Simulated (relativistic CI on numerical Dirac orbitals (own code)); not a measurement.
# Mo¹³⁺: q coefficients and field-shift factors

Method of calculation: Dirac-Coulomb-Breit CI, KLI orbitals optimised for each configuration, derivatives by finite differences, unscaled Slater integrals, QED left out (own radial code, finite nucleus).

Configurations in the expansion (outside the closed core [Ar] 3d10): 4s, 4p, 4d, 4f, 5s, 5p, 5d, 5f. Levels of other configurations are missing.

With x = (α/α₀)² − 1 an excitation energy changes as ω = ω₀ + qx; K = 2q/ω₀ is the relative enhancement. Terms are leading LS components, so labels can repeat. The field-shift factor is F = δν/δ⟨r²⟩ for the transition from the lowest level.

Lowest level 4s ²S1/2.

```tsv
Level	ω₀ (cm⁻¹)	q (cm⁻¹)	F (GHz/fm²)
4p ²P°1/2	236317	10400	-36.2
4p ²P°3/2	267382	43200	-36.7
4d ²D3/2	648609	46250	-36
4d ²D5/2	653750	51410	-36
4f ²F°5/2	1030955	48670	-34.8
4f ²F°7/2	1030990	48690	-34.8
5s ²S1/2	1084241	28100	-20.4
5p ²P°1/2	1186785	31880	-35.1
5p ²P°3/2	1199825	45610	-35.3
5d ²D3/2	1366735	46930	-35.1
5d ²D5/2	1369035	49240	-35.1
5f ²F°5/2	1533854	48310	-34.6
5f ²F°7/2	1533915	48360	-34.6
```

At this charge energies of transitions that change n are usually good to better than 1 %, and those within a shell (Δn = 0) to a few per cent.

(1) Which transition from the lowest level has the largest |K|?

## Answers

(1) 4p ²P°3/2 at 267382 cm⁻¹, K = 0.323.
